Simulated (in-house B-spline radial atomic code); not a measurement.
Checks on a self-consistent run for the iodine ion I⁵⁺, [Ar] 3d10 4s2 4p5 4d10 5s2 7d1. Level of theory: Dirac-Hartree-Fock, average of configuration, Fermi nucleus of rms radius 4.75 fm; calculated with a radial B-spline atomic code at the basis-set limit.

| orbital | q | ε (Eh) | <1/r> | <r²> | small-component weight |
| --- | --- | --- | --- | --- | --- |
| 1s1/2 | 2 | -1229.15661 | 56.8369 | 0.00100429 | 0.038119 |
| 2s1/2 | 2 | -196.10944 | 13.2877 | 0.0160931 | 0.0081783 |
| 2p1/2 | 2 | -183.67364 | 13.2299 | 0.0119547 | 0.0081634 |
| 2p3/2 | 4 | -172.64934 | 12.209 | 0.0132333 | 0.0077541 |
| 3s1/2 | 2 | -43.54798 | 4.75691 | 0.111412 | 0.0024402 |
| 3p1/2 | 2 | -38.35624 | 4.65122 | 0.106867 | 0.0023668 |
| 3p3/2 | 4 | -36.22424 | 4.40308 | 0.114732 | 0.0022591 |
| 3d3/2 | 4 | -27.22432 | 4.25103 | 0.0961992 | 0.0021331 |
| 3d5/2 | 6 | -26.78248 | 4.18681 | 0.0984755 | 0.0021006 |
| 4s1/2 | 2 | -10.55207 | 1.90096 | 0.607427 | 0.00068483 |
| 4p1/2 | 1.6667 | -8.72039 | 1.79587 | 0.66632 | 0.00062825 |
| 4p3/2 | 3.3333 | -8.29422 | 1.72251 | 0.709516 | 0.00059941 |
| 4d3/2 | 4 | -5.12016 | 1.49315 | 0.895178 | 0.00046887 |
| 4d5/2 | 6 | -5.04965 | 1.47346 | 0.914937 | 0.00046005 |
| 5s1/2 | 2 | -3.07269 | 0.773185 | 3.20011 | 0.00016178 |
| 7d3/2 | 0.4 | -0.60632 | 0.195449 | 54.97 | 2.3557e-05 |
| 7d5/2 | 0.6 | -0.60433 | 0.194735 | 55.3534 | 2.3472e-05 |

Electron-electron repulsion V_ee = 2495.8175 hartree.

Question: What total energy follows from the eigenvalues?

Answer: The eigenvalues count the repulsion twice, so E = Σqε - V_ee = -4607.589 - 2495.817 = -7103.406 hartree; the run printed -7103.406.

Question: Does the Dirac virial theorem hold?

Answer: For a point nucleus E = -2c²Σq·w, with w the small-component weight. Here Σq·w = 0.18912 and c = 137.0360, so the ratio E/(-2c²Σq·w) is 1.000060; the finite nucleus accounts for the departure from 1.

Question: What diamagnetic shielding (Lamb formula) and susceptibility (Langevin formula) do the radii give?

Answer: σ = (α²/3)Σq<1/r> = 323.19/(3·137.036²) = 5736.8 ppm, and χ = -0.79199×10⁻⁶·Σq<r²> = -61.26×10⁻⁶ cm³/mol with Σq<r²> = 77.343 bohr². Both are non-relativistic formulas without the paramagnetism of open shells; for so heavy an element the full relativistic shielding is larger by tens of per cent.
